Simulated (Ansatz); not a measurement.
V₃O₃⁺, relaxed as a singlet with RKS PBE-D4/def2-SVP in Ansatz, starting from the GFN1-xTB geometry. Force threshold 0.02 eV/Å.

The restricted singlet is unstable towards broken spin symmetry in Hartree–Fock (as tested in another run); at PBE-D4/def2-SVP this wasn't settled. Another isomer (singlet) lies 0.29 eV lower at PBE0-D4/def2-TZVP; other spin states weren't run for this one.

Start:

```xyz
6

V     0.337   -1.664    0.855
V    -1.137    0.439   -1.803
V     0.702    1.470    0.742
O    -0.238    1.302   -0.643
O     0.841   -0.110    1.310
O    -0.505   -1.438   -0.461
```

```tsv
step	energy (eV)	largest force component (eV/Å)	SCF passes
1	-83158.8358	2.553	244
2	-83159.6461	2.584	148
3	-83160.1446	2.427	72
4	-83160.4937	2.707	92
5	-83160.7162	0.727	99
6	-83160.8768	1.895	92
7	-83161.2578	1.823	89
8	-83162.1274	2.560	124
9	-83162.9956	1.483	52
10	-83163.0554	1.297	49
11	-83163.1983	0.279	38
12	-83163.2055	0.235	37
13	-83163.2096	0.083	33
14 (rejected)	-83163.2084	0.186	38
15	-83163.2106	0.027	32
16	-83163.2109	0.018	33
```

Force components are those of the run's own axes.

End:

```
atom    x (Å)    y (Å)    z (Å)
  V1  -0.2431  -0.9278   0.7359
  V2  -1.0692  -0.0172  -1.1096
  V3   0.3735   1.2005   0.8937
  O4  -0.1447   1.4471  -0.7747
  O5   1.3613  -0.1581   1.2664
  O6  -0.2778  -1.5445  -1.0117
```

By distances, no bond broke or formed, bridged metal pairs apart. The bond that changes most is V2–O6, from 2.39 to 1.72 Å (atoms count from 1). Metal–metal contacts that move far: V1–V2 3.70 to 2.22 Å.

No frequencies were taken in this run, so the end may be a saddle point.

Run time 56 s (4 threads of Intel Xeon on a shared host).
